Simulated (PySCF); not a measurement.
# Kr²⁺ (krypton, charge +2) across methods

[Ar] 3d10 4s1 4p5, high-spin 3P determinant (an excited configuration). Calculation: PySCF 2.14, in x2c-QZVPPall (11s8p5d4f1g, 97 functions); the spin-free X2C one-electron Hamiltonian (Gaussian nucleus). The B2PLYP total includes its PT2 part (frozen core); its orbital energies are those of the SCF part.

```tsv
method	E (hartree)	mean ε 4s α (eV)	mean ε 4p α (eV)	mean ε 4p β (eV)	Σ⟨r²⟩ (bohr²)	⟨S²⟩
r2SCAN	-2788.130	-49.153	-33.211	-30.706	26.26	2.004
UHF	-2786.32482	-58.728	-38.851	-33.713	26.63	2.008
B2PLYP	-2787.716	-53.706	-35.931	-32.506	26.46	2.004
PBE0	-2787.844	-50.820	-34.355	-31.665	26.31	2.003
revPBE	-2787.991	-47.834	-32.529	-30.455	26.30	2.002
M06	-2788.144	-50.775	-34.300	-31.569	26.25	2.003
PBE	-2787.801	-47.850	-32.540	-30.517	26.30	2.002
CAM-B3LYP	-2788.301	-52.370	-35.710	-33.172	26.38	2.002
```

(1) Estimate the same row for LDA.

Answers

(1) E (hartree) = -2784.280; mean ε 4s α (eV) = -47.942; mean ε 4p α (eV) = -32.614; mean ε 4p β (eV) = -30.722; Σ⟨r²⟩ (bohr²) = 26.27; ⟨S²⟩ = 2.001.
